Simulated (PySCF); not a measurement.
CH₅FGaNO, SMILES C[O][Ga]([NH2])[F].

The structure is a stationary point at B3LYP-D3(BJ)/def2-SVP. The structure was generated by enumeration; whether it is a known compound was not checked. The values are those of a single conformer.

All values below come from C-PCM-B3LYP/def2-SVP in PySCF.

The values are the electrostatic part of the solvation free energy, E(continuum) − E(gas) at the gas-phase geometry, in a cavity of scaled van der Waals radii (PySCF's table); cavitation and dispersion terms are not included. A continuum can't describe solvent molecules that bind to the metal. In vacuum the orbital gap is 6.40 eV. The dipole moment in vacuum is 3.81 D.

Computed values in water (ε = 78.36), dimethylsulfoxide (ε = 46.83), cyclohexanone (ε = 15.62):
```csv
solvent,ε,ΔG(elec) (kcal/mol),dipole (D),gap (eV)
water,78.36,-8.2,4.64,6.30
dimethylsulfoxide,46.83,-8.1,4.63,6.30
cyclohexanone,15.62,-7.7,4.59,6.31
```
